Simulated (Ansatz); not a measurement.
A structure relaxed at B3LYP-D4/def2-SVPD in Ansatz, charge -1, doublet:

```xyz
6

Sn    1.781   -0.292    0.952
Sn   -0.968   -1.796    0.011
Sn   -0.545    1.678   -1.091
O    -1.386   -0.151   -1.178
O    -0.139   -0.734    1.579
O     1.257    1.295   -0.274
```

(1) Give its formula and point group.

(2) Summarise the bond lengths by kind (pairs closer than 1.2 times the sum of covalent radii, bridged metal pairs left out).

Results:

(1) the cluster Sn3O3⁻. Point group Cs (tolerance 0.1 Å).

(2) 6 × O–Sn 2.01 to 2.07 Å.

In the def2 sets Sn takes a core potential; there is no spin–orbit coupling. The highest occupied level of the charge -1 doublet lies above zero (up to 0.07 eV). It is a level of α spin, whose loss leaves a singlet; that state wasn't run at this geometry and level. The electron is either unbound and held by the finite basis, or the level is raised by self-interaction error. The relaxation made no stability test and no search for a lower SCF solution. Another isomer (doublet) lies 0.24 eV lower at PBE0-D4/def2-TZVPD; other spin states weren't run for this one.
